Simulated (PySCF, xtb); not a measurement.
AsH4Si, multiplicity 2. Atoms are numbered in the order given.

```xyz
6

Si     0.0003    -1.5429     0.0000
As    -0.0454     0.8158     0.0000
H      0.7026    -2.0544     1.2070
H     -1.3919    -2.0583     0.0000
H      0.7026    -2.0544    -1.2070
H      1.4813     0.8451     0.0000
```
Charge 0, spin multiplicity 2.

Coordinates come from a r2SCAN-D4/def2-TZVP optimisation. The isomer is the one that the SMILES or the coordinates give; other isomers of the formula were not compared.

These are C-PCM-B3LYP/def2-SVP (PySCF) values and carry that method's errors.

The values are the electrostatic part of the solvation free energy, E(continuum) − E(gas) at the gas-phase geometry, in a cavity of scaled van der Waals radii (PySCF's table); cavitation and dispersion terms are not included. The dipole moment in vacuum is 0.34 D.

Q: Estimate the values in water (ε = 78.36), ethylethanoate (ε = 5.99), ethanol (ε = 24.85). (An estimate is asked for; the answer gives what the named calculation found.)

A: 
```json
[
 {"solvent": "water", "ε": "78.36", "ΔG(elec) (kcal/mol)": "-0.5", "dipole (D)": "0.48"},
 {"solvent": "ethylethanoate", "ε": "5.99", "ΔG(elec) (kcal/mol)": "-0.4", "dipole (D)": "0.45"},
 {"solvent": "ethanol", "ε": "24.85", "ΔG(elec) (kcal/mol)": "-0.4", "dipole (D)": "0.48"}
]
```

For comparison, GFN2-xTB/ALPB(water) (xtb, at the GFN2-xTB geometry, all terms of that model) gives -1.0 kcal/mol.
